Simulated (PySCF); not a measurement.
## Relaxation of singlet IZrN

Computed with PBE0 in PySCF with Zr def2-TZVP with ECP28, N def2-TZVP, I def2-TZVP with ECP28; scalar-relativistic core potentials, no spin–orbit coupling; density-fitted integrals. A (50,194) grid was used.

A hand-made bent start, of Cs symmetry, held to at least that symmetry:

```xyz
3
charge 0 multiplicity 1, angstrom
Zr   -1.1997    0.0000   -0.9702
N    -2.7315    0.0000    0.1024
I     1.1513    0.0000    0.6760
```

At each step, columns x, y, z (Å) and Fx, Fy, Fz (eV/Å):

```
step 0  E − E(last) = 70.11 kJ/mol
Zr  -1.200   0.000  -0.970  -4.378   0.000   4.306
N   -2.731   0.000   0.102   5.091   0.000  -3.713
I    1.151   0.000   0.676  -0.713   0.000  -0.593
step 1  E − E(last) = 1.89 kJ/mol
Zr  -1.241   0.000  -0.895  -0.468   0.000   0.825
N   -2.659   0.000   0.050   0.777   0.000  -0.583
I    1.121   0.000   0.653  -0.309   0.000  -0.242
step 2  E − E(last) = 0.46 kJ/mol
Zr  -1.242   0.000  -0.873   0.610   0.000  -0.227
N   -2.645   0.000   0.038  -0.507   0.000   0.308
I    1.107   0.000   0.643  -0.102   0.000  -0.081
step 3  E − E(last) = 0.03 kJ/mol
Zr  -1.234   0.000  -0.871   0.094   0.000   0.020
N   -2.652   0.000   0.039  -0.040   0.000   0.021
I    1.106   0.000   0.640  -0.054   0.000  -0.041
step 4  E − E(last) = 0.00 kJ/mol
Zr  -1.232   0.000  -0.868   0.001   0.000   0.006
N   -2.652   0.000   0.038   0.008   0.000   0.000
I    1.104   0.000   0.638  -0.009   0.000  -0.006
step 5  E − E(last) = 0.00 kJ/mol
Zr  -1.231   0.000  -0.868   0.000   0.000  -0.001
N   -2.652   0.000   0.038   0.002   0.000   0.003
I    1.103   0.000   0.638  -0.002   0.000  -0.002
```

It ends at Cs with Zr–I 2.778 Å, Zr–N 1.685 Å; I–Zr–N 114.6°. A frequency run shows a minimum. Other isomers or separated fragments may lie lower.
